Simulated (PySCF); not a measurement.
NMR parameters of Si(vinyl)3(pyrrolidide)

Si(vinyl)3(pyrrolidide), C10H17NSi, point group C1.

Bonds: Si1-C2, Si1-C7, Si1-C12, Si1-N17, C2-C3, C7-C8, C12-C13, N17-C18, N17-C21, C18-C19, C19-C20, C20-C21. C2 carries H4; C3 carries H5, H6; C7 carries H9; C8 carries H10, H11; C12 carries H14; C13 carries H15, H16; C18 carries H22, H23; C19 carries H24, H25; C20 carries H26, H27; C21 carries H28, H29.

GIAO calculations in PySCF 2.14 on the PBE0-D3(BJ)/def2-SVP structure: isolated species, non-relativistic, equivalent atoms averaged; basis pcSseg-1.

Task: Give the isotropic shieldings (ppm) with B3LYP, PBE0.

Result: 
| atoms | environment | B3LYP | PBE0 |
| --- | --- | --- | --- |
| Si1 | silicon bonded to 3 C, N | 363.5 | 375.0 |
| N17 | nitrogen bonded to 2 C, Si | 227.3 | 234.1 |
| C2/C7/C12 | carbon bonded to C, Si, H | 34.2 | 40.2 |
| C3/C8/C13 | carbon bonded to C, 2 H | 35.8 | 39.6 |
| C18/C21 | carbon bonded to C, N, 2 H | 128.2 | 134.6 |
| C19/C20 | carbon bonded to 2 C, 2 H | 147.6 | 153.9 |
| H4/H9/H14 | hydrogen on a carbon bonded to C, Si | 25.11 | 24.88 |
| H5/H6/H10/H11/H15/H16 | hydrogen on a carbon bonded to C | 25.23 | 24.96 |
| H22/H23/H28/H29 | hydrogen on a carbon bonded to C, N | 28.31 | 28.23 |
| H24/H25/H26/H27 | hydrogen on a carbon bonded to 2 C | 29.69 | 29.58 |
| HOMO–LUMO gap (eV) | – | 4.97 | 5.37 |

Task: And the chemical shifts, against references computed in the same way?

Result: 
```json
{"atoms": "Si1", "nucleus, reference": "29Si, TMS", "B3LYP": "-25.6", "PBE0": "-23.1"}
{"atoms": "N17", "nucleus, reference": "15N, NH3", "B3LYP": "36.3", "PBE0": "31.6"}
{"atoms": "C2/C7/C12", "nucleus, reference": "13C, TMS", "B3LYP": "145.0", "PBE0": "144.2"}
{"atoms": "C3/C8/C13", "nucleus, reference": "13C, TMS", "B3LYP": "143.4", "PBE0": "144.8"}
{"atoms": "C18/C21", "nucleus, reference": "13C, TMS", "B3LYP": "51.0", "PBE0": "49.8"}
{"atoms": "C19/C20", "nucleus, reference": "13C, TMS", "B3LYP": "31.6", "PBE0": "30.5"}
{"atoms": "H4/H9/H14", "nucleus, reference": "1H, TMS", "B3LYP": "6.27", "PBE0": "6.39"}
{"atoms": "H5/H6/H10/H11/H15/H16", "nucleus, reference": "1H, TMS", "B3LYP": "6.15", "PBE0": "6.30"}
{"atoms": "H22/H23/H28/H29", "nucleus, reference": "1H, TMS", "B3LYP": "3.08", "PBE0": "3.04"}
{"atoms": "H24/H25/H26/H27", "nucleus, reference": "1H, TMS", "B3LYP": "1.70", "PBE0": "1.69"}
```

Task: Which part of the shielding of Si1 depends on the functional?

Result: Diamagnetic: B3LYP 887, PBE0 887 ppm; paramagnetic: B3LYP -524, PBE0 -512 ppm. The diamagnetic part, set mainly by inner electrons, hardly moves; the paramagnetic part goes with low-lying magnetically allowed excitations and carries the spread.

Experimental scales use liquid or dissolved standards, which lie at an offset from isolated NH3 (liquid NH3: subtract about 20 ppm).
